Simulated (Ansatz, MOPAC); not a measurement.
Molecule: dichloro(ethynyl)borane, C$_{2}$HBCl$_{2}$, charge 0, multiplicity 1. SMILES: C#CB(Cl)Cl
Coordinates optimised at B3LYP-D3(BJ)/def2-TZVP (Ansatz, an electronic-structure program):
```xyz
6

C      2.6767    -0.4806    -0.2009
C      1.4936    -0.2681    -0.1121
B      0.0176    -0.0032    -0.0013
Cl    -0.6291     1.5711    -0.4144
Cl    -1.0668    -1.2666     0.5418
H      3.7210    -0.6680    -0.2793
```

Wanted: vertical electron affinity to the doublet, in eV. Terms: dispersion terms only where a functional's name holds one; non-relativistic; frozen cores in correlated levels; no spin-orbit coupling; 6-31G* and kin with 6d, 5d where marked; each state is the SCF solution reached for its charge and spin; open shells spin-unrestricted. CBS marks a two-point X^-3 extrapolation of the correlation energy; Hartree-Fock from the larger set. The bracket is a focal-point correction in the basis named. First-principles rows: single points at B3LYP-D3(BJ) geometries (Ansatz). Semi-empirical rows: differences of heats of formation at the shared geometry for vertical values. Sets without +, aug- or the D of def2-TZVPD hold no diffuse functions, which anions need.

```json
[
 {"species": "charge -1, doublet", "coefficient": "-1", "E at B3LYP/6-31G* (Ansatz), Eh": "-1022.08597", "E at PBE/def2-TZVPD (Ansatz), Eh": "-1021.65866", "heat of formation at PM6 (MOPAC), kcal/mol": "-37.46"},
 {"species": "charge 0, singlet", "coefficient": "+1", "E at B3LYP/6-31G* (Ansatz), Eh": "-1022.08137", "E at PBE/def2-TZVPD (Ansatz), Eh": "-1021.63684", "heat of formation at PM6 (MOPAC), kcal/mol": "-9.77"}
]
```

Coupled cluster (Ansatz) is a level with limits of its own, used here on species with T1 under 0.025 (0.045 for open shells) and stable references: RI-MP2/CBS(aug-cc-pV(T+d)Z,aug-cc-pV(Q+d)Z)+[CCSD(T)-MP2]/aug-cc-pV(T+d)Z. Value to compare with, RI-MP2/CBS(aug-cc-pV(T+d)Z,aug-cc-pV(Q+d)Z)+[CCSD(T)-MP2]/aug-cc-pV(T+d)Z (Ansatz): 0.43 eV. 1 Eh = 27.2114 eV and 1 eV = 23.0605 kcal/mol.

### Question
Work the quantity out at each level, and compare with RI-MP2/CBS(aug-cc-pV(T+d)Z,aug-cc-pV(Q+d)Z)+[CCSD(T)-MP2]/aug-cc-pV(T+d)Z (Ansatz).

### Answer

- B3LYP/6-31G*: the sum of coefficient times E is 0.00460 Eh, or 0.125 eV. Result: 0.13 eV. Its difference against RI-MP2/CBS(aug-cc-pV(T+d)Z,aug-cc-pV(Q+d)Z)+[CCSD(T)-MP2]/aug-cc-pV(T+d)Z (Ansatz) is -0.30 eV.
- PBE/def2-TZVPD: the sum of coefficient times E is 0.02182 Eh, or 0.594 eV. Result: 0.59 eV. Its difference against RI-MP2/CBS(aug-cc-pV(T+d)Z,aug-cc-pV(Q+d)Z)+[CCSD(T)-MP2]/aug-cc-pV(T+d)Z (Ansatz) is 0.16 eV.
- PM6: the sum of coefficient times heat of formation is 27.69 kcal/mol, or 1.20 eV. Its difference against RI-MP2/CBS(aug-cc-pV(T+d)Z,aug-cc-pV(Q+d)Z)+[CCSD(T)-MP2]/aug-cc-pV(T+d)Z (Ansatz) is 0.77 eV.
